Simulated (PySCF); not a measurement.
## C₆ coefficients of unlike pairs at PBE

Calculated with PySCF 2.14 from the dipole response of each species, C₆(A,B) = (3/π) ∫ α_A(iu) α_B(iu) du, in atomic units, from isotropic polarisabilities. For ions this is the dispersion term alone; charge-induced terms of lower order in 1/R come first.

```
species       configuration                                                                 basis      relativity  α (bohr³)  C₆ (like pair)
   Ne³⁺   [He] 2s2 2p3 (4S)                                                  dyall-av2z (11s7p2d)            none     0.6897          0.6101
     Ba       [Xe] 6s2 (1S)  def2-QZVPPD with the def2 core potential (46 electrons) (7s5p3d2f1g)  core potential      269.5            5306
     Ti   [Ar] 3d2 4s2 (3F)                                        aug-cc-pwCVTZ-DK (10s9p7d4f3g)   spin-free X2C      104.3            1207
    Zn⁺  [Ar] 3d10 4s1 (2S)                                           aug-cc-pVTZ-DK (8s7p5d3f2g)   spin-free X2C      16.72           68.55
```

(1) Estimate C₆ for Zn⁺ with Ba.

No spin-orbit coupling is included.

The other pairs:

```csv
pair,C₆
"Zn⁺, Ne³⁺",5.274
"Ti, Ne³⁺",16.04
"Zn⁺, Ti",267.1
"Ba, Ne³⁺",29.07
"Ti, Ba",2483
```

Answers

(1) The integral gives 517.8. The combination rule 2 C_A C_B / (C_A α_B/α_A + C_B α_A/α_B) gives 507.2 and the geometric mean 603.1.
